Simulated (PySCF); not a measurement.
**Two-component Hartree-Fock for Ca⁺ (calcium, charge +1)**

Start: [Ar] 3d1; 3d5/2 filled at m_j = +5/2. Calculated with PySCF 2.14 in x2c-TZVPall-2c with one added diffuse shell each of s, p, d type (7s8p4d, 51 functions): generalised Hartree-Fock with the X2C-1e Hamiltonian and a Gaussian nucleus; one run each with spin-orbit coupling (SO) switched off, then screened by Boettger's factors. This is a chosen level, not necessarily the ground level.

```json
{"spinor shell": "1s1/2", "electrons": "2", "ε, spin-free (eV)": "-4088.1", "ε, screened SO (eV)": "-4088.1", "weight of nominal j (screened SO)": "1.000", "rms radius, screened SO (bohr)": "0.0888"}
{"spinor shell": "2s1/2", "electrons": "2", "ε, spin-free (eV)": "-464.27", "ε, screened SO (eV)": "-464.27", "weight of nominal j (screened SO)": "1.000", "rms radius, screened SO (bohr)": "0.393"}
{"spinor shell": "2p1/2", "electrons": "2", "ε, spin-free (eV)": "-373.88", "ε, screened SO (eV)": "-376.42", "weight of nominal j (screened SO)": "0.999", "rms radius, screened SO (bohr)": "0.360"}
{"spinor shell": "2p3/2", "electrons": "4", "ε, spin-free (eV)": "-373.88", "ε, screened SO (eV)": "-372.63", "weight of nominal j (screened SO)": "1.000", "rms radius, screened SO (bohr)": "0.363"}
{"spinor shell": "3s1/2", "electrons": "2", "ε, spin-free (eV)": "-64.275", "ε, screened SO (eV)": "-64.280", "weight of nominal j (screened SO)": "1.000", "rms radius, screened SO (bohr)": "1.25"}
{"spinor shell": "3p3/2", "electrons": "4", "ε, spin-free (eV)": "-39.637", "ε, screened SO (eV)": "-39.524", "weight of nominal j (screened SO)": "0.851", "rms radius, screened SO (bohr)": "1.40"}
{"spinor shell": "3p1/2", "electrons": "2", "ε, spin-free (eV)": "-39.637", "ε, screened SO (eV)": "-39.881", "weight of nominal j (screened SO)": "0.702", "rms radius, screened SO (bohr)": "1.39"}
{"spinor shell": "3d5/2", "electrons": "1", "ε, spin-free (eV)": "-9.306", "ε, screened SO (eV)": "-9.304", "weight of nominal j (screened SO)": "1.000", "rms radius, screened SO (bohr)": "2.93"}
```

```tsv
quantity	spin-free	screened SO
E (hartree)	-679.34286	-679.34617
M_J	5/2	5/2
⟨J²⟩	8.752	8.752
⟨L²⟩	6.001	6.002
⟨S²⟩	0.750	0.751
```

Each row is a mean over spinors that exchange with the open shell spreads, by up to 2.564 eV (3p3/2).

Rows whose weight is well below 1 are mixtures of j = l ± 1/2: exchange outweighs spin-orbit coupling there, and the label is only the starting occupation.

Without spin-orbit coupling the j labels of p, d and f shells carry no meaning; the spin-free column gives the mean over the occupied spinors of each nl shell.
